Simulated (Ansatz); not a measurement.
Species: BNH$_{2}$F, charge 0, doublet. BNH2F (SMILES N[B]F, doublet).
B3LYP-D3(BJ)/def2-TZVP minimum from Ansatz (a first-principles code):
```
N
H 1 1.0044
H 1 1.0119 2 114.53
B 1 1.3859 2 122.64 3 180.00
F 4 1.3284 1 122.77 2 180.00
```
Charge 0, spin multiplicity 2.

Wanted: atomisation energy (electronic, to ground-state atoms), in kcal/mol. Radicals and triplets start from unrestricted determinants; spin-orbit coupling is neglected. CBS(X,Y): correlation extrapolated as X^-3, Hartree-Fock from the larger set (Q,5: extrapolated as (X+1)exp(-9√X)). A bracket is a step between two methods taken in the basis named. The functionals are non-relativistic, so their misses hold any scalar relativity. 'core' is core correlation in cc-pwCVTZ, 'X2C' scalar relativity in cc-pVTZ-DK, both at CCSD(T). Where a partner has so few electrons that a lower coupled-cluster level is exact, that level stands in.

CCSD(T)/CBS(cc-pVQZ,cc-pV5Z) + [CCSDT(Q) - CCSD(T)]/cc-pVDZ + core + X2C (Ansatz) gives 447.5 kcal/mol.

### Question
What does PBE/def2-TZVPD (Ansatz) give here, and how do the other levels compare?

### Answer
PBE gives 464.0 kcal/mol, 16.5 kcal/mol above it. Differences of the others: B3LYP/def2-TZVPD (Ansatz) 2.6; CCSD(T)/CBS(cc-pVQZ,cc-pV5Z) + core + X2C (Ansatz) -0.6 kcal/mol. Nearer than PBE: B3LYP/def2-TZVPD, CCSD(T)/CBS(cc-pVQZ,cc-pV5Z) + core + X2C.
